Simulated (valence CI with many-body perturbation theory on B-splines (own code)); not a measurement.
Values are calculated unless marked as measured or tabulated.
Assign the levels of Zn XVIII

Method: relativistic CI+MBPT: three valence electrons over a frozen Dirac-Fock core [Ne], radial functions for each j: 11 s, 11 p, 9 d, 7 f, 5 g, 2 h, 1 i, with the one-electron correlation potential Σ1 (screened to all orders), the two-electron term Σ2, the three-electron term Σ3, Breit, model QED; selected single and double excitations, second order for the rest (own B-spline code, finite nucleus).

No measured levels were compared; by estimate levels of excited configurations hold to 0.05 to 0.15 % of their energy, terms of the ground configuration to about 0.5 %.

| No. | J | Parity | E (cm⁻¹) | g |
| --- | --- | --- | --- | --- |
| 1 | 1/2 | odd | 0 | 0.664 |
| 2 | 3/2 | odd | 39501 | 1.333 |
| 3 | 1/2 | even | 295260 | 2.645 |
| 4 | 3/2 | even | 313110 | 1.728 |
| 5 | 5/2 | even | 331520 | 1.575 |
| 6 | 3/2 | even | 398420 | 0.813 |
| 7 | 5/2 | even | 405790 | 1.224 |
| 10 | 3/2 | even | 524730 | 1.322 |
| 11 | 3/2 | even | 609250 | 0.800 |
| 12 | 5/2 | even | 614250 | 1.199 |
| 15 | 3/2 | odd | 774050 | 1.776 |
| 16 | 3/2 | odd | 829150 | 0.418 |
| 17 | 5/2 | odd | 837600 | 1.035 |
| 18 | 1/2 | odd | 842970 | 0.664 |

Energies count from the lowest level. Strongly mixed levels and levels close to another of their J and parity are left out, so the numbers can have gaps.

(1) Give configuration and LS term of each level.

## Answers

(1) 1: 3s²3p ²P°; 2: 3s²3p ²P°; 3: 3s3p² ⁴P; 4: 3s3p² ⁴P; 5: 3s3p² ⁴P; 6: 3s3p² ²D; 7: 3s3p² ²D; 10: 3s3p² ²P; 11: 3s²3d ²D; 12: 3s²3d ²D; 15: 3p³ ⁴S°; 16: 3s3p3d ⁴F°; 17: 3s3p3d ⁴F°; 18: 3p³ ²P°.
